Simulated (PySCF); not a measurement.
## Zr₂Te, triplet: data card

These are results of UPBE/[Te def2-SVP with ECP28, Zr def2-SVP with ECP28], scalar-relativistic core potentials, density fitting, no spin–orbit coupling, PySCF, not measurements.

The structure is a minimum.

Z-matrix (Å, degrees; charge 0 multiplicity 3):
```
Te
Zr 1 2.7574
Zr 2 2.3703 1 64.54
```

| Item | Value |
| --- | --- |
| Point group | C2v |
| Bond lengths | Te–Zr 2.757 Å (×2), Zr–Zr 2.370 Å |
| Bond angles | Te–Zr–Zr 64.5° (×2), Zr–Te–Zr 50.9° |
| Principal quadrupole moments (Buckingham, traceless) about the centre of mass | -8.64, -2.91, 11.55 D Å |
| Rotational constants | 0.06675, 0.03606, 0.02341 cm⁻¹ |
| Principal polarisabilities | 158.2, 193.4, 222.4 bohr³ |
| Highest occupied level (α) | -3.61 eV |
| Atomisation energy without zero-point energy | 868 kJ/mol |
| Rotational symmetry number | 2 |
| Spin squared ⟨S²⟩ | 2.010 |
| Lowest empty level (β) | -3.26 eV |
| Enthalpy at 298.15 K above 0 K | 14.27 kJ/mol |
| Heat capacity Cp at 298.15 K | 56.2 J/(mol K) |
| Dipole moment | 3.94 D |
| Entropy at 298.15 K and 1 bar (electronic part: spin only) | 334.7 J/(mol K) |
| Zero-point energy | 3.7 kJ/mol |

Harmonic modes (masses in u: Te 129.906, Zr 89.905):
| symmetry | ω (cm⁻¹) | IR (km/mol) |
| --- | --- | --- |
| b2 | 163 | 1.7 |
| a1 | 198 | 6.6 |
| a1 | 260 | 1.1 |

In C2v the vibrations span b2 + 2a1. Here b1 is antisymmetric to the molecular plane and b2 lies in it.

Charges (e):
| atom | Mulliken | Löwdin | polar tensor | spin (Mulliken) | Mayer order to Te1 |
| --- | --- | --- | --- | --- | --- |
| Te1 | -0.24 | 0.35 | -0.35 | -0.07 | – |
| Zr2,3 | 0.12 | -0.17 | 0.18 | 1.03 | 1.26 |
Other Mayer orders above 0.3: Zr–Zr 3.14.

Mulliken populations on Te1 (electrons outside its core potential): s 3.91, p 10.28, d 10.05.

This need not be the most stable arrangement of these atoms. Open d and f shells are described by one determinant, and the ground state may have another occupation or spin. No spin–orbit coupling is included, which matters more the heavier the element.

The final relaxation and frequency run took about 4 core-minutes on a shared host.
